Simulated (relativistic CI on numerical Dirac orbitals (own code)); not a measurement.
Sensitivity of the levels of La¹⁰⁺ to α and to the nuclear radius

These numbers are calculated, not measured: Dirac-Coulomb-Breit CI, orbitals from a KLI potential per configuration, derivatives by finite differences, unscaled Slater integrals, QED left out (own radial code, finite nucleus).

CI space (outside the closed core [Kr]): 4d10 5s, 4d10 5p, 4d10 4f, 4d10 5d, 4d10 5f, 4d9 5s 4f, 4d10 6s, 4d9 5s2. Levels of other configurations are missing.

With x = (α/α₀)² − 1 an excitation energy changes as ω = ω₀ + qx; K = 2q/ω₀ is the relative enhancement. Terms are leading LS components, so labels can repeat. The field-shift factor is F = δν/δ⟨r²⟩ for the transition from the lowest level.

Lowest level 4d10 5s 2S_1/2.

```csv
Level,ω₀ (cm⁻¹),q (cm⁻¹),K,F (GHz/fm²)
4d10 5p 2P°_1/2,145688,11570,0.159,-54.6
4d10 5p 2P°_3/2,176923,46490,0.526,-56.1
4d10 4f 2F°_5/2,187961,66710,0.71,-58.2
4d10 4f 2F°_7/2,189865,68330,0.72,-58.2
4d10 5d 2D_3/2,414128,49850,0.241,-55.8
4d10 5d 2D_5/2,419452,55250,0.263,-55.8
4d10 6s 2S_1/2,585782,30360,0.104,-32.1
4d10 5f 2F°_5/2,676438,54760,0.162,-55.1
4d10 5f 2F°_7/2,677310,55610,0.164,-55.1
4d9 5s2 2D_5/2,692642,-81380,-0.235,68.4
4d9 5s2 2D_3/2,716919,-57390,-0.16,68.8
4d9 5s 4f 4P°_1/2,802346,-9286,-0.0231,6.58
4d9 5s 4f 4P°_3/2,806257,-6471,-0.0161,6.62
4d9 5s 4f 4P°_5/2,813820,-1050,-0.00258,6.77
4d9 5s 4f 2P°_1/2,817084,-6205,-0.0152,4.83
4d9 5s 4f 2P°_3/2,825278,-960.8,-0.00233,5.05
4d9 5s 4f 4H°_13/2,826094,-8723,-0.0211,6.84
4d9 5s 4f 4H°_11/2,829246,-7737,-0.0187,6.71
4d9 5s 4f 4H°_9/2,833202,-6371,-0.0153,6.54
4d9 5s 4f 2H°_11/2,839907,-7299,-0.0174,5.19
4d9 5s 4f 4H°_7/2,841890,-3492,-0.0083,6.92
4d9 5s 4f 4F°_5/2,842273,-9588,-0.0228,6.77
4d9 5s 4f 4H°_7/2,842484,-3019,-0.00717,6.89
```

At this charge transitions that keep the count of f electrons are usually good to a few per cent. Levels and lines within the n = 5 or 6 shells can be off by up to 10 % or somewhat more, and those that change n by about 2 %, since core polarisation is missing. Levels that differ in their count of f electrons can be misplaced by several ten thousand cm⁻¹, since the correlation energy of f electrons is missing or only estimated; rates across such gaps can be off by orders of magnitude.
